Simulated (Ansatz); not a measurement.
Program: Ansatz. Geometries: PBE0-D4/def2-TZVP. ΔE: electronic, gas phase. CCSD(T)/CBS adds triple-zeta CCSD(T) − MP2 to the extrapolated MP2 energy (def2 sets, frozen cores). DFT in def2-TZVPP. Elements past krypton have def2 core potentials. For In outer-core shells are correlated without core-valence functions, which leaves a few kJ/mol of doubt a bond. Each species was taken in one conformer, which may not be the lowest.

Consider the substitution at a C–C bond: `CC(C)(C)[NH][In]([Cl])[Cl]` + `F[SiH](F)S` → `CS[SiH](F)F` + `CC(C)[NH][In]([Cl])[Cl]`.

```json
{"level": "B97M-V", "ΔE (kJ/mol)": "23.6"}
{"level": "r2SCAN0-D4", "ΔE (kJ/mol)": "21.1"}
{"level": "BHLYP-D4", "ΔE (kJ/mol)": "18.6"}
{"level": "LC-ωPBE", "ΔE (kJ/mol)": "19.2"}
{"level": "MP2/def2-SVP", "ΔE (kJ/mol)": "38.8"}
{"level": "HF/def2-TZVPP", "ΔE (kJ/mol)": "14.7"}
{"level": "SCS-MP2/def2-QZVPP", "ΔE (kJ/mol)": "24.9"}
{"level": "CCSD/CBS(def2)", "ΔE (kJ/mol)": "24.4"}
```

**Question.** What does CCSD(T)/CBS give? (An estimate is asked.)

**Answer.** Computed: +25.5 kJ/mol. The listed levels differ from it by -1.9, -4.4, -6.9, -6.3, 13.3, -10.8, -0.6, -1.1 kJ/mol.

Largest T1 diagnostic among the species: 0.013.

Leaving LDA and LC-ωPBE aside and taking each functional with its dispersion term where it has one, the values, not all of them listed here, spread over 9.2 kJ/mol, from BLYP-D4 to B97M-V. LDA lies +14.2 kJ/mol from PBE without D4. From PBE to PBE0 (25 % exact exchange), in def2-TZVPP and without D4, ΔE moves by +3.1 kJ/mol.

CCSD(T)/CBS has its own doubt, a few kJ/mol and more with outer-core shells, so smaller differences from it don't rank the levels.
